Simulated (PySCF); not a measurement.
Species: [OsF6]3- (charge -3 and doublet state).
Geometry (PBE0-D3(BJ)/def2-SVP, Å), atoms numbered from 1 in this order:
```xyz
7
OsF6 angstrom
Os     0.000    0.000    0.000
F     -0.025   -0.013    2.052
F      0.025    0.013   -2.052
F      2.052    0.008    0.025
F     -2.051   -0.009   -0.025
F     -0.007    2.133    0.013
F      0.006   -2.133   -0.013
```

Theory: PBE0-D3(BJ)/def2-SVP geometry optimisation, gas phase, def2 core potentials past Kr in PySCF 2.14.0.

Problem. Which atoms are bound to Os1, and at what distances?

Solution. 6 atoms: F5 2.052 Å, F3 2.052 Å, F2 2.052 Å, F4 2.052 Å, F7 2.133 Å, F6 2.133 Å.

Problem. List the angles at Os1.

Solution. 
| angle | degrees | distance of the outer atoms (Å) |
| --- | --- | --- |
| F2–Os1–F3 | 180.0 | 4.10 |
| F4–Os1–F5 | 180.0 | 4.10 |
| F6–Os1–F7 | 179.9 | 4.27 |
| F4–Os1–F7 | 90.1 | 2.96 |
| F5–Os1–F6 | 90.0 | 2.96 |
| F2–Os1–F4 | 90.0 | 2.90 |
| F3–Os1–F7 | 90.0 | 2.96 |
| F3–Os1–F5 | 90.0 | 2.90 |
| F2–Os1–F7 | 90.0 | 2.96 |
| F3–Os1–F4 | 90.0 | 2.90 |
| F2–Os1–F6 | 90.0 | 2.96 |
| F3–Os1–F6 | 90.0 | 2.96 |
| F2–Os1–F5 | 90.0 | 2.90 |
| F4–Os1–F6 | 90.0 | 2.96 |
| F5–Os1–F7 | 89.9 | 2.96 |

Problem. What is the shape at Os1?

Solution. Octahedral: the three widest angles are 180.0°, 180.0° and 179.9°, the others run from 89.9° to 90.1°. The Os–F distances aren't all alike: 2.052 to 2.133 Å.

Problem. What are the rotational constants (commonest isotopes, rigid rotor)?

Solution. A = 1579, B = 1518, C = 1518 MHz: a prolate symmetric top.

Point group: D4h (every atom within 0.08 Å of its image). Charge -3, doublet. ⟨S²⟩ = 0.752 (exact for a doublet: 0.75). Whether so highly charged an anion holds all its electrons in the gas phase wasn't checked; a finite basis holds them in any case. No counter-ion or solvent screens the charge of this multiply charged ion. Not checked by PBE0-D3(BJ)/def2-SVP frequencies.

For an open-shell metal species like this, the optimisation's SCF solution wasn't tested for stability and no frequencies at its level were run, so a lower state or another shape may exist.
